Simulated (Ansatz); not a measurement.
Total energies of `S[SiH](Cl)[O][GaH2]`.

```xyz
9

S    -1.314   -0.379    1.910
Si   -1.140    0.308   -0.100
Cl   -1.896   -1.244   -1.217
O     0.380    0.640   -0.513
Ga    1.898   -0.320   -0.673
H    -0.850    0.777    2.416
H    -1.975    1.499   -0.344
H     1.756   -1.865   -0.576
H     3.141    0.584   -0.903
```

Total charge 0; spin multiplicity 1. Correlated methods include outer-core shells of Ga, which these sets cover unevenly. Scalar relativity is left out up to krypton. The structure was optimised at the PBE0-D4/def2-TZVP level. It is one conformer, not always the lowest. Basis def2-TZVPP, the Gaussian-basis code of Ansatz.

RPA on PBE orbitals: Hartree–Fock energy of these orbitals -3146.55551 Eh, correlation -1.54328 Eh (frozen core).

```csv
functional,energy without D4 (Eh),D4 term (kJ/mol)
HSE06 (plane-wave form),-3149.82085,-24.5
BHLYP,-3150.53282,-43.0
```

Task: Give the same for LDA (SPW92), PBE, revPBE, BLYP, r2SCAN, B97M-V, PBE0, B3LYP, r2SCANh, r2SCAN0, CAM-B3LYP, LC-ωPBE, ωB97X-V, ωB97M-V, B2PLYP, PBE-QIDH. (An estimate is asked.)

Result: Ansatz gave: 
```json
{"functional": "LDA (SPW92)", "energy without D4 (Eh)": "-3142.99349", "D4 term (kJ/mol)": "–"}
{"functional": "PBE", "energy without D4 (Eh)": "-3149.70565", "D4 term (kJ/mol)": "-29.9"}
{"functional": "revPBE", "energy without D4 (Eh)": "-3150.20175", "D4 term (kJ/mol)": "-74.2"}
{"functional": "BLYP", "energy without D4 (Eh)": "-3150.63525", "D4 term (kJ/mol)": "-63.5"}
{"functional": "r2SCAN", "energy without D4 (Eh)": "-3150.46784", "D4 term (kJ/mol)": "-7.0"}
{"functional": "B97M-V", "energy without D4 (Eh)": "-3149.91595", "D4 term (kJ/mol)": "–"}
{"functional": "PBE0", "energy without D4 (Eh)": "-3149.84649", "D4 term (kJ/mol)": "-25.8"}
{"functional": "B3LYP", "energy without D4 (Eh)": "-3150.69819", "D4 term (kJ/mol)": "-49.0"}
{"functional": "r2SCANh", "energy without D4 (Eh)": "-3150.44752", "D4 term (kJ/mol)": "-7.7"}
{"functional": "r2SCAN0", "energy without D4 (Eh)": "-3150.41887", "D4 term (kJ/mol)": "-8.6"}
{"functional": "CAM-B3LYP", "energy without D4 (Eh)": "-3150.72176", "D4 term (kJ/mol)": "-27.0"}
{"functional": "LC-ωPBE", "energy without D4 (Eh)": "-3149.97102", "D4 term (kJ/mol)": "–"}
{"functional": "ωB97X-V", "energy without D4 (Eh)": "-3150.22108", "D4 term (kJ/mol)": "–"}
{"functional": "ωB97M-V", "energy without D4 (Eh)": "-3150.40434", "D4 term (kJ/mol)": "–"}
{"functional": "B2PLYP", "energy without D4 (Eh)": "-3149.80689", "D4 term (kJ/mol)": "–"}
{"functional": "PBE-QIDH", "energy without D4 (Eh)": "-3149.25251", "D4 term (kJ/mol)": "–"}
```

B3LYP takes the VWN-RPA correlation (the form of Gaussian; ORCA's B3LYP/G). HSE06 is the plane-wave form, built on full-range PBE exchange. The double hybrids freeze the cores in their second-order part.

LC-ωPBE has ω = 0.4 bohr⁻¹.
